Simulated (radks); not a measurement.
The nuclear charge of the rhenium ion Re+ is varied continuously with 74 electrons held in [Xe] 4f14 5d5 6s1. All-electron calculation, scalar-relativistic Kohn-Sham, PBE, spin-polarised, spherical densities, finite nucleus; open shells are filled with parallel spins first (spin-orbit coupling, left out, can overturn this in heavy ions); Fermi nuclear charge, rms radius 5.3698 fm. Program: a radial shooting solver on a logarithmic mesh with Libxc functionals. By the Hellmann-Feynman theorem dE/dZ = E(electron-nucleus)/Z, the electronic potential at the nucleus (averaged over a nucleus of fixed radius). The scalar-relativistic energy here is not variational (the density holds large components alone), so the two differ by a part that grows with Z.

| Z | E (hartree) | E(electron-nucleus)/Z (hartree) | HOMO | e(HOMO) (eV) | <r> HOMO (bohr) |
|---|---|---|---|---|---|
| 74 | -16140.0974 | -539.297 | 5d | -4.102 | 2.151 |
| 74.1 | -16194.5031 | -540.417 | 5d | -4.965 | 2.109 |
| 74.2 | -16249.0229 | -541.536 | 5d | -5.862 | 2.071 |
| 74.3 | -16303.6567 | -542.655 | 5d | -6.793 | 2.035 |
| 74.4 | -16358.4046 | -543.774 | 5d | -7.755 | 2.002 |
| 74.5 | -16413.2666 | -544.893 | 5d | -8.747 | 1.970 |
| 74.6 | -16468.2426 | -546.012 | 5d | -9.768 | 1.941 |
| 74.7 | -16523.3328 | -547.131 | 5d | -10.818 | 1.913 |
| 74.8 | -16578.5372 | -548.251 | 6s | -11.860 | 2.869 |
| 74.9 | -16633.8557 | -549.371 | 6s | -12.707 | 2.836 |
| 75 | -16689.2885 | -550.491 | 6s | -13.571 | 2.803 |
| 75.1 | -16744.8356 | -551.612 | 6s | -14.453 | 2.772 |
| 75.2 | -16800.4970 | -552.733 | 6s | -15.352 | 2.742 |
| 75.3 | -16856.2728 | -553.854 | 6s | -16.267 | 2.712 |
| 75.4 | -16912.1630 | -554.976 | 6s | -17.198 | 2.684 |
| 75.5 | -16968.1677 | -556.098 | 6s | -18.145 | 2.656 |
| 75.6 | -17024.2869 | -557.221 | 6s | -19.107 | 2.629 |
| 75.7 | -17080.5207 | -558.345 | 6s | -20.085 | 2.603 |
| 75.8 | -17136.8692 | -559.468 | 6s | -21.078 | 2.578 |
| 75.9 | -17193.3324 | -560.593 | 6s | -22.085 | 2.553 |
| 76 | -17249.9104 | -561.718 | 6s | -23.107 | 2.529 |

The central difference of E at Z = 75 is -554.899 hartree, to compare with the third column; the second derivative is -11.4 hartree.
